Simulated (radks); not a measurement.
Results of a calculation; reference values are marked as such.
Question: Isoelectronic series with 8 electrons, all held in the configuration [He] 2s2 2p4, which need not be the ground one along the series. Level of theory: scalar-relativistic Kohn-Sham, r2SCAN, spin-polarised, spherical densities, finite nucleus; open shells are filled with parallel spins first; meta-GGA in the generalised Kohn-Sham scheme; Fermi nuclear charge, rms radius of each element as measured or else 0.836 A^(1/3) + 0.57 fm (a radial shooting solver on a logarithmic mesh with Libxc functionals). Total energies (hartree) and mean radii <r> (bohr):

ion    E (hartree)  2p down   2p up  2s down
O        -75.09032    1.354   1.213    1.166
F+       -99.14502    1.018  0.9592   0.9766
Mg4+    -192.51066   0.6158  0.5993   0.6537
Al5+    -230.70118   0.5462  0.5337   0.5888
Si6+    -272.43252   0.4910  0.4813   0.5355
P7+     -317.71031   0.4462  0.4383   0.4911
S8+     -366.54100   0.4089  0.4024   0.4534
Cl9+    -418.93176   0.3774  0.3720   0.4211
Ar10+   -474.89043   0.3505  0.3458   0.3930

Estimate the row of Ne2+.

Answer: E (hartree) -126.73483; 2p down 0.8318; 2p up 0.7974; 2s down 0.8388.
